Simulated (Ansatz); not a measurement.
`O[CH]([SiH3])[SnH3]` → `O[CH2][SnH3]` + `[SiH2]`  (silylene formation by 1,1-elimination)

Program: Ansatz. Geometries: PBE0-D4/def2-TZVP. ΔE: electronic, gas phase. CCSD(T)/CBS adds triple-zeta CCSD(T) − MP2 to the extrapolated MP2 energy (def2 sets, frozen cores). This one scheme is used for every species. DFT in def2-TZVPP. B3LYP here is the variant with VWN-RPA as its local correlation; programs differ in this. Elements past krypton have def2 core potentials. For Sn outer-core shells are correlated without core-valence functions, which leaves a few kJ/mol of doubt a bond. One conformer a species, not always the lowest.

```
             level  ΔE (eV)  difference from CCSD(T)/CBS
            PBE-D4     2.41                         0.02
         r2SCAN-D4     2.56                         0.17
              PBE0     2.38                        -0.01
             B3LYP     2.14                        -0.25
    MP2/def2-TZVPP     2.52                         0.13
CCSD(T)/def2-TZVPP     2.31                        -0.08
     HF/def2-QZVPP     2.09                        -0.30
SCS-MP2/def2-QZVPP     2.44                         0.05
      HF/CBS(def2)     2.10                        -0.29
     MP2/CBS(def2)     2.61                         0.22
       CCSD(T)/CBS     2.39                            0
```

Largest T1 diagnostic among the species: 0.014.

In def2-TZVPP, CCSD(T) changes the Hartree–Fock value by +0.22 eV (the triples alone add +0.06 eV) and MP2 by +0.44 eV. From PBE to PBE0 (25 % exact exchange), in def2-TZVPP and without D4, ΔE moves by +0.08 eV.
